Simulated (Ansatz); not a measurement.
Relaxation of CH$_{4}$Cl$_{2}$Zn (8 atoms, charge 0, multiplicity 1), to a largest force component of 0.03 eV/Å in at most 50 steps.

These are results of Ansatz, UKS PBE0/def2-SVP, not measurements.

```xyz
8
Properties=species:S:1:pos:R:3:forces:R:3
Zn -1.204 -0.567 -1.553 0.24 -1.06 0.58
Cl -0.886 -2.543 -0.640 -0.27 0.95 -0.60
Cl -1.540 1.291 -2.474 0.00 0.00 0.00
H 0.378 -0.643 0.681 -0.08 -0.35 -0.03
C 0.723 0.358 0.930 0.10 0.46 0.04
H 0.288 0.664 1.892 0.01 0.00 -0.01
H 1.819 0.355 1.006 -0.01 0.01 0.00
H 0.422 1.085 0.158 0.00 -0.01 0.01
```

Q: Where does it end, and by what steps?

A: The run converged. The force dipped under the threshold on the way, but the program's further checks kept it going. After 5 steps the energy has fallen by 0.099 eV; Cl3 moved furthest, 0.27 Å.

```tsv
step	energy less start (eV)	largest force component (eV/Å)	accepted
0	0.0000	1.056	yes
1	-0.0718	0.415	yes
2	-0.0873	0.256	yes
3	-0.0976	0.029	yes
4	-0.0982	0.026	yes
5	-0.0986	0.014	yes
```

```xyz
8
Properties=species:S:1:pos:R:3
Zn -1.110 -0.629 -1.436
Cl -1.036 -2.642 -0.817
Cl -1.358 1.287 -2.279
H 0.408 -0.657 0.760
C 0.698 0.395 0.902
H 0.310 0.742 1.869
H 1.793 0.464 0.894
H 0.295 1.040 0.106
```

Whether the end is a true minimum wasn't checked by a vibrational analysis.

Time of the run: 27 s on 4 threads of Arm Neoverse N1 (shared host), peak memory 0.34 GiB.
